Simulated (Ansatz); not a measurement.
Frontier orbitals of C2H3AlClNO (`[CH3][Al]([Cl])[N]=C=O`).

The species carries charge 0 and has multiplicity 1. The structure was optimised at the PBE0-D4/def2-TZVP level. It is one conformer, not always the lowest. Basis def2-TZVPP, the Gaussian-basis code of Ansatz.

Orbital energies of one run (eV). Highest occupied ones, from the top: -8.66, -8.91, -9.04, -9.65, -9.86, -11.28, -11.66, -11.79, -13.15, -13.16, -14.16, -15.70, -19.65, -22.76. Empty: -1.04, -0.41, 0.86, 1.30, 1.87, 2.06.

Task: Which functional gave them?
A. PBE
B. PBE0
C. CAM-B3LYP
D. B97M-V

Result: B. HOMO energies: PBE0 -8.66, CAM-B3LYP -10.03, B97M-V -7.59, PBE -7.27 eV.
